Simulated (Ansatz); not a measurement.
Compare A (`BN=C1CC1`) with its isomer B (`BCN=C=C`).

Isolated molecules relaxed with PBE0-D4/def2-TZVP in Ansatz; ΔE leaves out vibrations. CCSD(T)/CBS adds triple-zeta CCSD(T) − MP2 to the extrapolated MP2 energy (def2 sets, frozen cores). Functionals use def2-TZVPP. B3LYP here is the variant with VWN-RPA as its local correlation; programs differ in this. One conformer a species, not always the lowest.

Which isomer does CCSD(T)/CBS put lower? Give the gap. (Best estimate.)

Ansatz gave: A, by 82.8 kJ/mol.

Give E(B) − E(A) in kJ/mol with BLYP-D4, B2PLYP, B3LYP, CCSD/def2-TZVPP, LDA (SPW92), PBE-D4, B3LYP-D4. (Best estimate.)

Ansatz gave: BLYP-D4 78.6, B2PLYP 80.6, B3LYP 81.4, CCSD/def2-TZVPP 81.5, LDA (SPW92) 121.7, PBE-D4 99.7, B3LYP-D4 81.5. None reverses the order clearly.

Does the order hold for the free energy at 298.15 K (harmonic terms from PBE0-D4)? (Best estimate.)

Computed: Yes: G(B) − G(A) = +69.5 kJ/mol, for one conformer each. Modes under 60 cm⁻¹, often nearly free rotors, make the harmonic entropy too high.

Largest T1 diagnostic: 0.015.

Leaving LDA and LC-ωPBE aside and taking each functional with its dispersion term where it has one, the values spread over 21.1 kJ/mol, from BLYP-D4 to PBE-D4. LDA lies +22.0 kJ/mol from PBE without D4. In def2-TZVPP, CCSD(T) changes the Hartree–Fock value by +24.2 kJ/mol (the triples alone add +1.4 kJ/mol) and MP2 by +29.1 kJ/mol.
